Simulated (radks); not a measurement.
Removal energies from the palladium ion Pd12+, [Ar] 3d10 4s2 4p4, by Delta-SCF beside the eigenvalue of the level emptied. Calculated with a radial shooting solver on a logarithmic mesh with Libxc functionals: scalar-relativistic Kohn-Sham, PBE, spin-polarised, spherical densities, finite nucleus; Fermi nuclear charge, rms radius of each element as measured or else 0.836 A^(1/3) + 0.57 fm. Open shells are filled with parallel spins first.

removed from	final configuration	Delta-SCF (eV)	-eigenvalue (eV)
4p	[Ar] 3d10 4s2 4p3	286.07	274.67
4s	[Ar] 3d10 4s1 4p4	325.43	313.45
3d	[Ar] 3d9 4s2 4p4	609.92	583.08
3p	[Ne] 3s2 3p5 3d10 4s2 4p4	797.87	772.74
